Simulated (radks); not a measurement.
The numbers below are computed, except where a source is named.
All-electron atom: Ga+ in [Ar] 3d10 4f2 (not the ground configuration). Level of theory: scalar-relativistic Kohn-Sham, r2SCAN, spin-polarised, spherical densities, finite nucleus; open shells are filled with parallel spins first; meta-GGA in the generalised Kohn-Sham scheme; Fermi nuclear charge, rms radius 3.9973 fm (a radial shooting solver on a logarithmic mesh with Libxc functionals). Some entries of the table are withheld. Estimate them.

orbital  occ.  eigenvalue (eV)  <r> (bohr)
1s down     1        -10284.67     0.04861
1s up       1        -10284.67     0.04861
2s down     1        -1298.121      0.2175
2s up       1        -1298.119      0.2175
2p down     3        -1131.271      0.1907
2p up       3        -1131.269      0.1907
3s down     1        -177.2816      0.6513
3s up       1        -177.2779      0.6513
3p down     3        -126.3067      0.6784
3p up       3        -126.3033      0.6785
3d up       5              (1)      0.7843
3d down     5              (2)      0.7837
4s up       0         -26.7667       2.004
4s down     0         -26.5575       1.986
4p up       0         -17.7288       2.430
4p down     0         -17.3313       2.369
4f up       2          -3.1362       6.809

Answer. 
(1) 3d up eigenvalue (eV): -43.8185
(2) 3d down eigenvalue (eV): -43.8152
